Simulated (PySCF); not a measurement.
Several molecules and their computed UV-vis stick spectra, shuffled. The calculation used PySCF 2.14.0, density-fitted response routines, TDDFT CAM-B3LYP/def2-SVPD, vertical, gas phase, core orbitals frozen in the response. Geometries: GFN2-xTB; one conformer of each isolated species. Triplets are in the Tamm–Dancoff approximation.

A. `COC/P=C(\C)F` (C4H8FOP)
B. `NC/C=C/C(F)F` (C4H7F2N)
C. `COC` (C2H6O)
D. `CC[C@H](C)F` (C4H9F)

Lowest singlet levels (six at most, fewer where fewer were computed) with oscillator strengths:

1. 202 nm (f 0.083); 185 nm (f 0.009); 168 nm (f 0.337); 164 nm (f 0.142); 158 nm (f 0.015); 156 nm (f 0.022); T1 4.42 eV
2. 175 nm (f 0.025); 152 nm (f 0.000); 152 nm (f 0.033); 142 nm (f 0.031); 141 nm (f 0.025); 140 nm (f 0.035); T1 6.91 eV
3. 139 nm (f 0.003); 136 nm (f 0.008); 130 nm (f 0.001); 129 nm (f 0.032); 129 nm (f 0.031); 126 nm (f 0.117); T1 8.68 eV
4. 280 nm (f 0.006); 243 nm (f 0.228); 210 nm (f 0.005); 199 nm (f 0.001); 184 nm (f 0.024); 181 nm (f 0.082); T1 2.53 eV

Question: Which spectrum belongs to which structure?

Answer: 1 = B, 2 = C, 3 = D, 4 = A.
- A: S1 at 4.43 eV, HOMO-1→LUMO (96%); Löwdin shares by element: HOMO phosphorus 38%, carbon 37% or more, fluorine 11%; LUMO carbon 38% or more, phosphorus 35%, fluorine 7% (atoms not listed hold the other 20%); HOMO -8.18 and LUMO -0.46 eV.
- B: S1 at 6.13 eV, HOMO→LUMO (86%); Löwdin shares by element: HOMO nitrogen 60%, carbon 24% or more (atoms not listed hold the other 16%); LUMO carbon 70% (atoms not listed hold the other 30%); HOMO -8.66 and LUMO 0.63 eV.
- C: S1 at 7.10 eV, HOMO→LUMO (91%); Löwdin shares by element: HOMO oxygen 61%, carbon 20%, hydrogen 5% or more; LUMO carbon 52%, hydrogen 15% or more (atoms not listed hold the other 33%); HOMO -8.93 and LUMO 1.40 eV; point group C2v, 1 of its 6 listed states under f = 0.0005.
- D: S1 at 8.91 eV, HOMO→LUMO (92%); Löwdin shares by element: HOMO carbon 51% or more, fluorine 22% (atoms not listed hold the other 28%); LUMO carbon 42% or more, hydrogen 10% or more (atoms not listed hold the other 48%); HOMO -10.51 and LUMO 1.41 eV.
